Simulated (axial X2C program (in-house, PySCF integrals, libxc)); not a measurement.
# Spectroscopic constants of MnS⁻

Calculated with an in-house relativistic program for diatomic molecules. Spin-free means the one-electron spin-free X2C Hamiltonian; two-component (2c) means X2C with spin–orbit coupling and atomic mean-field two-electron Coulomb and Gaunt terms, so the difference of the two also holds small scalar two-electron terms. Basis: Mn dyall-acv3z [10s11p7d4f2g], S dyall-av3z [9s8p3d2f] (cores contracted in-house); Gaussian nuclei, density fitting, unrestricted open shells. Masses: Mn 54.938 u, S 31.972 u.

The run was started with this input:
```json
{"zs": [25, 16], "q": -1, "bas": ["dyall-acv3z", "dyall-av3z"], "levels": ["PBE0", "HF", "B97-3"], "cc": true, "r0": 1.99, "thr": -2.0, "nmax": 90, "npts": 10, "nst": 2, "ntry": 6}
```
```bash
python so2c.py task.json out
```

Keys: zs atomic numbers; q charge; bas basis sets; levels methods; cc coupled cluster on or off; r0 starting distance in Å; thr threshold in hartree for freezing inner shells (an s shell follows its p shell); nmax most natural virtual spinors; npts points on the curve; nst determinants followed; ntry starts of the search. HF also brings MP2.

State, spin-free: M_S = 3, Λ = 0 (beyond evenly filled blocks: 2 × σα, π+α, π-α, δ+α, δ-α); electrons by block: σα: 12, σβ: 10, π+α: 5, π+β: 4, π-α: 5, π-β: 4, δ+α: 1, δ-α: 1. Fragments: Mn + S-.

State, 2c: Ω = 3 (⟨Sz⟩ = 3.00, ⟨Lz⟩ = 0.00 at PBE0); electrons by block: 1/2: 16, -1/2: 15, 3/2: 5, -3/2: 5, 5/2: 1. Fragments: Mn + S-.

| Hamiltonian | level | Re (Å) | ωe (cm⁻¹) | ωexe (cm⁻¹) | De (eV) | k (mdyn/Å) | μ (D) |
| --- | --- | --- | --- | --- | --- | --- | --- |
| spin-free | PBE0 | 2.166 | 444.0 | 1.43 | 2.93 | 2.35 | -2.96 |
| spin-free | HF | 2.254 | 433.6 | 1.24 | 1.81 | 2.24 | -5.05 |
| spin-free | MP2 | 2.211 | 428.9 | 1.43 | 2.80 | 2.19 | n/a |
| spin-free | CCSD | 2.206 | 433.2 | 1.39 | 2.42 | 2.23 | n/a |
| spin-free | CCSD(T) | 2.209 | 426.0 | 1.47 | 2.52 | 2.16 | n/a |
| spin-free | B97-3 | 2.202 | 421.0 | 1.54 | 2.53 | 2.11 | -2.99 |
| 2c | PBE0 | 2.166 | 443.7 | 1.43 | 2.93 | 2.34 | -2.96 |
| 2c | HF | 2.254 | 433.4 | 1.24 | 1.78 | 2.24 | -5.05 |
| 2c | MP2 | 2.211 | 428.6 | 1.43 | 2.78 | 2.19 | n/a |
| 2c | CCSD | 2.207 | 432.5 | 1.26 | 2.40 | 2.23 | n/a |
| 2c | CCSD(T) | 2.210 | 425.3 | 1.33 | 2.50 | 2.15 | n/a |
| 2c | B97-3 | 2.202 | 420.8 | 1.54 | 2.52 | 2.11 | -2.99 |

Correlated methods: 14 electrons correlated (number of frozen shells: Mn 3 s, 2 p; S 2 s, 1 p), 292 virtual spin orbitals or spinors in MP2, 90 natural virtuals in coupled cluster.

Dipoles are positive if S is the positive end and refer to the centre of mass.

The state is one determinant whose occupation by symmetry is held fixed; it was picked as the lowest of a PBE0 search that is not exhaustive. Dissociation energies refer to the lowest single-determinant-based atoms at the same level and basis. Density functionals use the spin component along the axis (collinear). CCSD and (T) use frozen natural virtuals with an MP2 correction for the truncation; (T) itself is uncorrected, so its De runs slightly low. The 2c atoms are single determinants rather than J levels; their spin–orbit lowering is only partly caught, and De is too large by that part. This holds for PBE0. Other states lie close and PBE0, whose exact exchange favours high spin, may order them wrongly; the determinant shown need not be the ground state. The nearest other spin-free determinant of the search, M_S = 2, Λ = 0, lies 0.29 eV up at the distance of the search. Without a current term, density functionals place determinants with orbital angular momentum somewhat too high. With several unpaired electrons one determinant need not be a pure state. Open-shell Ω = 0 determinants with evenly filled partner blocks cannot be reached by this program, so the Ω shown need not be the lowest component. The highest occupied level of some functionals is positive through self-interaction error; at Hartree–Fock it is bound. Hartree–Fock gets electron affinities wrong, so its lowest charge split need not be the true one.

Rough cost a point (2c) on 1 thread(s) of a shared host, integrals apart: PBE0 1.7 s, HF 1.1 s, CCSD(T) 7 s, B97-3 2 s.

The whole task took 4.5 min on 1 thread of Arm Neoverse V1 (shared host).
